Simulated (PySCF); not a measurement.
Trends in electronic spectra. Method used: TDDFT CAM-B3LYP/def2-SVPD, vertical, gas phase, core orbitals frozen in the response (PySCF). Geometries: PBE0-D3(BJ)/def2-SVP; one conformer of each isolated species. Triplets are in the Tamm–Dancoff approximation.

**Question.** Rank by computed lowest singlet excitation energy, lowest first.
A. `CCCC1OCCO1`
B. `[C@H](C(C)C)(C(=O)O)C`
C. `CC#Cc1c(F)ccn1[SiH3]`
D. `FCC#C[SiH2]n1cccc1`
E. `FC1=CC(/C=N\[SiH3])=CC=C1`
F. `[C@H]1([Si@H](C)C1)F`
G. `C/C([SiH3])=C\F`
H. `C[SiH2][SiH3]`

**Answer.** E (3.45 eV), C (5.16 eV), D (5.40 eV), B (5.84 eV), F (6.15 eV), G (6.79 eV), H (7.14 eV), A (7.47 eV).

```
                SMILES  S1 (eV)  gap (eV)  first f ≥ 0.01 (nm)  α (au)  HOMO (eV)  f (S1)    S1 mainly
Fc1cccc(/C=N\[SiH3])c1     3.45      7.36                  254   118.7      -8.34   0.000    H→L (89%)
  CC#Cc1c(F)ccn1[SiH3]     5.16      7.84                  240   120.3      -7.12   0.370    H→L (90%)
    FCC#C[SiH2]n1cccc1     5.40      7.71                  200   113.8      -7.55   0.001    H→L (76%)
   CC(C)[C@H](C)C(=O)O     5.84     10.58                  164    79.5      -9.52   0.001  H→L+1 (74%)
    C[Si@@H]1C[C@@H]1F     6.15      9.25                  188    63.6      -8.12   0.007    H→L (72%)
       C/C([SiH3])=C\F     6.79      9.81                  175    66.3      -8.78   0.001    H→L (76%)
         C[SiH2][SiH3]     7.14     10.27                  174    73.3      -9.32   0.034    H→L (82%)
            CCCC1OCCO1     7.47     10.49                  166    79.8      -9.09   0.030    H→L (76%)
```

H and L stand for HOMO and LUMO.

Mean S1 by what the SMILES shows (count): single bonds only 6.92 eV (3); a double or triple bond but no aromatic ring 6.31 eV (2); an aromatic ring 4.67 eV (3).
